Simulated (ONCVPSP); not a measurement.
# Plane-wave convergence, ONCV potential for chromium

* Element: Cr
* Generator: ONCVPSP 4.0.1
* Type: optimised norm-conserving Vanderbilt (ONCV)
* Functional: LDA (Perdew-Wang 92)
* Relativity: scalar-relativistic
* Frozen core: [Ar]
* Valence charge: 6
* Reference configuration: 3d5.5 4s0.5
* Partial waves: 4s: rc 2.60 bohr, ncon 5, nbas 8, qcut 2.3 1/bohr, 3 projectors, debl 1.6 Ha; p scattering state at 0.24 Ha: rc 2.15 bohr, ncon 3, nbas 6, qcut 4.1 1/bohr, 1 projector; 3d: rc 2.05 bohr, ncon 3, nbas 7, qcut 7.8 1/bohr, 1 projector
* Local potential: polynomial inside 1.40 bohr (lpopt 3, dvloc0 0 Ha)
* Core correction: Teter function, fcfact 5.25, rcfact 1

Q: For each optimised wave give the share of its norm inside rc, the residual kinetic energy above qcut (Ha) and the cutoffs (Ha) for errors of 10, 1, 0.1 and 0.01 mHa per electron.

A:

```tsv
wave	norm inside rc	residual KE	10 mHa	1 mHa	0.1 mHa	0.01 mHa
4s	0.287	2.4e-03	1.7	3.5	15.3	20.8
s projector 2	0.151	9.7e-02	4.2	12.5	28.3	33.8
s projector 3	0.155	3.3e-01	18.4	38.0	43.8	47.7
p projector 1	0.223	3.4e-04	1.9	6.6	22.8	49.5
3d	0.748	1.6e-05	18.7	22.7	26.1	76.0
```

The occupied waves need 23 Ha and 26 Ha for 1 and 0.1 mHa. Note: no bound ghost flagged; GHOST(+) flagged for p at 27.4 eV, s at 94.9 eV. 2 of 4 tests not solved or not reliable.
